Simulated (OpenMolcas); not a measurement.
V2+, Nb2+, Ta2+: d³ down the group

```
Program             : OpenMolcas
Method              : RASSCF
Basis               : ANO-R2
Scalar Hamiltonian  : X2C, finite nucleus
Spin-orbit coupling : RASSI with atomic mean-field integrals over the reference wave functions, term energies averaged over their components
```

Active space for each ion: 9 electrons in 8 orbitals (RAS1 p, at most 2 holes; RAS2 d).

Computed levels in cm-1 above ⁴F_3/2:

```json
{"Level": "⁴F_5/2", "V2+": "160", "Nb2+": "537", "Ta2+": "2616"}
{"Level": "⁴F_7/2", "V2+": "380", "Nb2+": "1235", "Ta2+": "5296"}
{"Level": "⁴F_9/2", "V2+": "656", "Nb2+": "2057", "Ta2+": "7732"}
{"Level": "⁴P_1/2", "V2+": "13982", "Nb2+": "10732", "Ta2+": "12177"}
{"Level": "⁴P_3/2", "V2+": "14056", "Nb2+": "10805", "Ta2+": "11146"}
{"Level": "⁴P_5/2", "V2+": "14244", "Nb2+": "11598", "Ta2+": "15878"}
{"Level": "²G_7/2", "V2+": "15183", "Nb2+": "12219", "Ta2+": "15035"}
{"Level": "²P_1/2", "V2+": "17898", "Nb2+": "14627", "Ta2+": "18944"}
{"Level": "²P_3/2", "V2+": "17992", "Nb2+": "14447", "Ta2+": "24580"}
{"Level": "weight of ⁴F in the lowest level (%)", "V2+": "100", "Nb2+": "99", "Ta2+": "92"}
```

Mixed levels, with the weight of the term that names them: Nb2+ ²P_3/2 (51 %), Ta2+ ⁴P_3/2 (56 %), Ta2+ ²P_3/2 (59 %).

Measured, with the error of the calculation in %. Measured levels: V2+ from Sugar and Corliss, J. Phys. Chem. Ref. Data 7, 1191 (1978); Nb2+ from the list in Shadmi, J. Res. Natl. Bur. Stand. 70A, 435 (1966).

```
 Level            V2+          Nb2+
⁴F_5/2     146 (+9.8)    516 (+4.0)
⁴F_7/2    342 (+11.2)   1177 (+5.0)
⁴F_9/2    584 (+12.4)   1939 (+6.1)
⁴P_1/2  11514 (+21.4)  8664 (+23.9)
⁴P_3/2  11592 (+21.3)  8608 (+25.5)
⁴P_5/2  11770 (+21.0)  9594 (+20.9)
²G_7/2  11966 (+26.9)  9236 (+32.3)
²P_1/2  15580 (+14.9)              
²P_3/2  15550 (+15.7)
```

The fine-structure level ⁴F_9/2 changes by a factor of 11.8 from V2+ to Ta2+.

Without spin-orbit coupling ⁴P lies 13773, 10100, 9696 cm-1 above ⁴F in that order; the difference to the level ⁴P_1/2, of either sign, comes from spin-orbit coupling, which also lowers the zero.

Without dynamic correlation excited terms often stand tens of per cent too high (terms of higher spin than the ground term too low), and those without a measured partner can miss by more than the paired ones. Active for correlation alone: 3p; no level in the range computed is led by a configuration that opens it, so any true level of that kind is missing (holds for V2+). Active for correlation alone: 4p; no level in the range computed is led by a configuration that opens it, so any true level of that kind is missing (holds for Nb2+). Active for correlation alone: 5p; no level in the range computed is led by a configuration that opens it, so any true level of that kind is missing (holds for Ta2+). Computed and measured levels are paired by configuration, term and J; levels that our copy of the source lacks, or whose pairing is in doubt (as where it misses far off the trend of its configuration), stay unpaired and out of the deviations. Levels of configurations outside the active space are missing.
